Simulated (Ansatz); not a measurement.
C₂H₃AlO (`C#[C][AlH][OH]`). Total charge 0; spin multiplicity 1. All single points use the PBE0-D4/def2-TZVP geometry. It is one conformer, not always the lowest.

```xyz
7

C     0.409   -1.063    1.798
C     0.282   -0.317    0.854
Al    0.095    0.872   -0.625
O    -0.812    0.391   -1.968
H     0.521   -1.720    2.631
H     0.749    2.297   -0.660
H    -1.244   -0.460   -2.030
```

(1) What is the dipole moment at ωB97M-V/def2-TZVPP? (Estimate.)

(2) And with PBE, r2SCAN, B3LYP? (An estimate is asked.)

(3) Give the Mulliken charges with ωB97M-V, PBE, B3LYP in def2-TZVPP. (An estimate is asked.)

Results:

(1) The calculation gave: 1.71 D, with components (-0.23, -1.44, 0.89) D in this frame, pointing from negative to positive charge.

(2) Ansatz gave: PBE 1.66 D, r2SCAN 1.76 D, B3LYP 1.71 D.

(3) The calculation gave: 
```
atom  ωB97M-V    PBE  B3LYP
  C1     0.02   0.00   0.04
  C2    -0.54  -0.44  -0.57
 Al3     0.64   0.55   0.65
  O4    -0.40  -0.37  -0.41
  H5     0.23   0.20   0.25
  H6    -0.11  -0.11  -0.14
  H7     0.17   0.18   0.18
```

B3LYP here is the variant with VWN-RPA as its local correlation; programs differ in this.
